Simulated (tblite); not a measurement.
Species: C7H9N2 (charge +1).
SMILES with atom numbers: `[CH2:1]=[N:2][c:3]1[cH:4][cH:5][cH:6][n+:7]([CH3:8])[cH:9]1` (hydrogens: H10, H11 on C1; H12 on C4; H13 on C5; H14 on C6; H15, H16, H17 on C8; H18 on C9)

Cartesian coordinates in Å at the GFN2-xTB level; atoms count from 1:
```xyz
18
C7H9N2 angstrom
C      3.2779    0.8973   -0.0493
N      2.2730    0.3778   -0.5747
C      1.0843   -0.0810   -0.1555
C      0.9202   -1.4205    0.2606
C     -0.3480   -1.9028    0.4926
C     -1.4487   -1.0783    0.3173
N     -1.2878    0.1879   -0.0750
C     -2.4509    1.0239   -0.2798
C     -0.0759    0.6905   -0.3114
H      3.3581    1.1475    1.0086
H      4.1232    1.1221   -0.6857
H      1.7898   -2.0452    0.3880
H     -0.4963   -2.9203    0.8159
H     -2.4540   -1.4282    0.4886
H     -3.2555    0.7234    0.3884
H     -2.2083    2.0685   -0.0950
H     -2.8021    0.9261   -1.3091
H     -0.0079    1.7176   -0.6360
```

Level: GFN2-xTB in tblite, geometry and Hessian alike; calculated harmonic values, unscaled, isolated species. The method is semi-empirical: single wavenumbers can be off by several per cent or more. One conformer, not necessarily the lowest. The optimisation stopped once no atom felt more than 0.01 eV/Å.

Lowest wavenumbers of the output (negative numbers stand for imaginary wavenumbers):
```
mode    cm-1
  1     -34.7
  2      79.6
  3     133.7
  4     186.4
  5     278.3
  6     285.8
  7     402.5
  8     412.5
  9     470.9
 10     529.5
```

Problem. Is this structure a minimum?

Solution. Not by this Hessian. 1 mode is imaginary beyond 20i (35i cm⁻¹), so at this level the point lies at or near a first-order saddle. The curvature is small, so loose convergence or finite differences may be the whole cause.

Problem. Which atoms move in the imaginary mode?

Solution. 35i: H17 (methyl hydrogen) 37 %, H15 (methyl hydrogen) 31 %, H16 (methyl hydrogen) 29 %. These are shares of the mass-weighted motion.

Problem. What is the remedy?

Solution. Step along that mode in both directions, optimise again with tighter thresholds and repeat the frequencies. The zero-point energy of this point (90.8 kcal/mol) counts the 47 real modes alone, and thermal corrections from it aren't those of a minimum.

Hardware: one thread of an Arm Neoverse V2, shared host. This covers the Hessian and the dipole derivatives.
